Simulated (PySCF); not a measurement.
## Ionisation energy of Ta²⁺ by level of theory

Ta²⁺ [Xe] 4f14 5d3 [5d3/2^3, M_J = 3/2] → Ta³⁺ [Xe] 4f14 5d2 [5d3/2^2, M_J = 2], as a difference of total energies. Computed with PySCF 2.14 in x2c-QZVPPall-2c, with the two-component X2C-1e Hamiltonian. "Screened" scales the spin-orbit matrix elements by Boettger's factors to mimic the two-electron term; Breit and QED terms are absent.

```tsv
method	ionisation energy (eV)
GHF (spin-free)	23.185
GHF (screened spin-orbit)	23.014
```

The spin-free rows relax to the high-spin LS determinant and lack the spin-orbit shift.

The labels give the starting determinants; with spin-orbit coupling the two ends relaxed to ⟨J²⟩ = 5.92, ⟨L²⟩ = 11.91, ⟨S²⟩ = 3.75 and ⟨J²⟩ = 6.46, ⟨L²⟩ = 11.46, ⟨S²⟩ = 1.90.

The determinant of Ta²⁺ and of Ta³⁺ mixes levels of different J (the jj label is only the starting occupation), so the difference between spin-free and spin-orbit rows is not the physical spin-orbit shift.

For comparison: 23.1 ± 1.6 eV (theoretical estimate listed by NIST; NIST Atomic Spectra Database, ionization energies).
